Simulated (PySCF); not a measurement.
Excitation energy of Ge²⁺ by level of theory

Ge²⁺ [Ar] 3d10 4s2 (1S) → Ge²⁺ [Ar] 3d10 4s1 5s1 (3S), as a difference of total energies. Calculation: PySCF 2.14, in x2c-TZVPPall with one added diffuse shell each of s, p, d type (7s6p5d1f, 57 functions); the spin-free X2C one-electron Hamiltonian (Gaussian nucleus). Correlated levels: valence: [Ar] 3d10 frozen; valence and next inner shell: [Ne] frozen. The calculations carry no spin-orbit coupling.

```tsv
method	excitation energy (eV)
UHF	18.216
LDA	20.089
PBE	19.708
PBE0	19.470
r2SCAN	19.676
r2SCAN0	19.504
BLYP	20.070
PBEsol	19.694
B3LYP	19.924
MP2 (valence)	18.873
SCS-MP2 (valence)	19.095
MP2 (valence and next inner shell)	19.242
SCS-MP2 (valence and next inner shell)	19.391
```

How much does correlation contribute at MP2 (valence and next inner shell)?

19.242 − (18.216) = 1.026 eV, measured against UHF.

The promoted electron is Rydberg-like, and one or two diffuse shells describe it only roughly, which tends to raise the upper state.
